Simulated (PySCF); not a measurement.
**Electron correlation in Ne⁺ (neon, charge +1)**

[He] 2s2 2p5, 2P determinant. Calculation: PySCF 2.14, in cc-pVTZ (4s3p2d1f, 30 functions); no relativity, point nucleus. Frozen: 1s2; 7 electrons correlated.

MP2 pair energies summed by pair of shells (mhartree):

```
 pair   energy  share (%)
2p-2p  -122.03       62.0
2s-2p   -65.10       33.1
2s-2s    -9.71        4.9
```

Total MP2 correlation energy: -196.83 mhartree.

Same-spin part -47.59 and opposite-spin part -149.24 mhartree; SCS-MP2 scales them by 1/3 and 6/5 to -194.95 mhartree.

```csv
level,correlation energy (mhartree)
CCSD,-208.34
(T),-2.51
CCSD(T),-210.85
```

Diagnostics: T1 = 0.0037, D1 = 0.0058, largest double amplitude 0.029.

Cost of the coupled-cluster step: 0.42 s of wall time on 1 thread of Neoverse-V1 (shared host), for 7 correlated electrons.

Iterations:

```
CC2 = 0
CCSD nocc = (np.int64(4), np.int64(3)), nmo = (29, 29)
frozen orbitals [[0], [0]]
max_cycle = 100
direct = 0
conv_tol = 1e-08
conv_tol_normt = 1e-06
diis_space = 8
diis_start_cycle = 0
Init t2, MP2 energy = -0.196830747508478
Init E_corr(UCCSD) = -0.19683074751161
cycle = 1  E_corr(UCCSD) = -0.205955302945774  dE = -0.00912455543  norm(t1,t2) = 0.0180733
cycle = 2  E_corr(UCCSD) = -0.20778189946223  dE = -0.00182659652  norm(t1,t2) = 0.00484625
cycle = 3  E_corr(UCCSD) = -0.208354535382496  dE = -0.00057263592  norm(t1,t2) = 0.00196037
cycle = 4  E_corr(UCCSD) = -0.208340789191428  dE = 1.37461911e-05  norm(t1,t2) = 0.000470811
cycle = 5  E_corr(UCCSD) = -0.208334522860531  dE = 6.2663309e-06  norm(t1,t2) = 0.000125168
cycle = 6  E_corr(UCCSD) = -0.208336880207184  dE = -2.35734665e-06  norm(t1,t2) = 1.78232e-05
cycle = 7  E_corr(UCCSD) = -0.208336702168213  dE = 1.78038971e-07  norm(t1,t2) = 2.85149e-06
cycle = 8  E_corr(UCCSD) = -0.2083366635713  dE = 3.85969132e-08  norm(t1,t2) = 4.68711e-07
cycle = 9  E_corr(UCCSD) = -0.208336679485245  dE = -1.59139449e-08  norm(t1,t2) = 1.01461e-07
cycle = 10  E_corr(UCCSD) = -0.208336679102671  dE = 3.82574167e-10  norm(t1,t2) = 1.5316e-08
UCCSD converged
E(UCCSD) = -128.0172145276604  E_corr = -0.2083366791026707
UCCSD(T) correction = -0.00250568109145662
```
